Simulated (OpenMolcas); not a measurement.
Computed levels of 5d3 in ions with 71 electrons, in cm-1 above 4F 3/2.

```
Program             : OpenMolcas
Method              : SS-RASPT2, IPEA 0.25 Eh, imaginary shift 0.1 Eh
Basis               : ANO-RCC-VQZP
Scalar Hamiltonian  : DKH2, point nucleus
Spin-orbit coupling : RASSI with atomic mean-field integrals over the reference wave functions, term energies averaged over their components
```

Active space for each ion: 9 electrons in 8 orbitals (RAS1 5p, at most 2 holes; RAS2 5d); closed shells correlated by CASPT2: 5s.

| Level | Re4+ | Ir6+ | Pt7+ |
| --- | --- | --- | --- |
| 4F 5/2 | 5180 | 8270 | 10200 |
| 4F 7/2 | 9450 | 14320 | 17170 |
| 4P 1/2 | 14740 | 19860 | 22560 |
| 2G 7/2 | 19770 | 27630 | 32100 |
| 2H 9/2 | 20750 | 28990 | 33760 |
| 4P 5/2 | 21880 | 29620 | 33920 |
| 2P 1/2 | 24440 | 34850 | 40410 |
| 2H 11/2 | 28030 | 38230 | 43850 |
| 2D 5/2(1) | 30420 | 41770 | 47920 |

Estimate 4F 7/2, 4P 1/2, 2G 7/2 for Os5+ from its neighbours Re4+ and Ir6+.

4F 7/2 is fine structure, which grows about as the fourth power of a screened charge, so the fourth roots are averaged: ((9450^0.25 + 14320^0.25) / 2)^4 = 11696. The calculation gives 11690, so the estimate is off by +0.1 %; the measured value is 11444 (the list in Brasseur, Palmeri and Quinet, Atoms 13, 11 (2025)).
4P 1/2 is another term, which grows about linearly with the charge: (14740 + 19860) / 2 = 17300. The calculation gives 17280, so the estimate is off by +0.1 %; the measured value is 16772 (the list in Brasseur, Palmeri and Quinet, Atoms 13, 11 (2025)).
2G 7/2 is another term, which grows about linearly with the charge: (19770 + 27630) / 2 = 23700. The calculation gives 23480, so the estimate is off by +0.9 %; the measured value is 22920 (the list in Brasseur, Palmeri and Quinet, Atoms 13, 11 (2025)).

Mixed levels, with the weight of the term that names them: Re4+ 4P 1/2 (63 %), Re4+ 2H 9/2 (56 %), Re4+ 2P 1/2 (63 %), Os5+ 4P 1/2 (67 %), Os5+ 2H 9/2 (56 %), Os5+ 2P 1/2 (67 %), Ir6+ 4P 1/2 (68 %), Ir6+ 2H 9/2 (55 %), Ir6+ 2P 1/2 (68 %), Pt7+ 4P 1/2 (68 %), Pt7+ 2G 7/2 (74 %), Pt7+ 2H 9/2 (54 %), Pt7+ 2P 1/2 (68 %).

CASPT2 breaks the degeneracy within a term, and the mean is taken; among the terms shown or strongly mixed into the levels shown the widest spread is 200 cm-1 (5d3 4F, Pt7+). Active for correlation alone: 5p; no level in the range computed is led by a configuration that opens it, so any true level of that kind is missing. Measured partners are found by configuration, term and J. A level has none where our copy of the source lacks it or the pairing is in doubt (some pairs that miss far off the trend of their configuration count as doubtful), and it then counts in no deviation. Levels of configurations outside the active space are missing.

A number in round brackets counts repeated terms of one configuration in the order of the reference energies.
